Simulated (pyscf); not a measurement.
B–Cl (SMILES [B]Cl), singlet

Gas-phase minimum from PySCF at ωB97X-D3(BJ)/def2-SVP, one conformer. 

```xyz
2

B      0.5941    -0.2442    -0.4737
Cl     1.7841     0.9897    -0.4045
```
Charge 0, spin multiplicity 1.

Bond lengths (Å): B1–Cl2 1.716.

Properties at ωB97X-D3(BJ)/def2-SVP:

| Item | Result |
|---|---|
| Harmonic wavenumbers, unscaled | 883 cm⁻¹ |
| Zero-point energy | 1.3 kcal/mol |
| Rotational symmetry number | 1 |
| Entropy of this conformer at 298 K and 1 atm, rigid rotor and harmonic oscillator, modes under 100 cm⁻¹ raised to 100 | 212.9 J/(mol K) |
| Dipole moment | 1.74 D |

Single-point totals, which compare only within one level (frozen core for MP2 and CC):

```csv
level,total energy (hartree)
ωB97X-D3(BJ)/def2-TZVP,-485.02313
PBE/def2-TZVP,-484.77177
r²SCAN/def2-TZVP,-484.95022
B3LYP-D3(BJ)/def2-TZVP,-485.02288
PBE0-D3(BJ)/def2-TZVP,-484.81231
M06-2X/def2-TZVP,-484.97992
ωB97M-D3(BJ)/def2-TZVP,-485.06873
HF/def2-TZVPP,-484.14849
MP2/def2-TZVPP,-484.40847
CCSD/def2-TZVPP,-484.43844
CCSD(T)/def2-TZVPP,-484.45221
```

The CCSD(T) − MP2 part came from Ansatz, without density fitting, on the same reference.
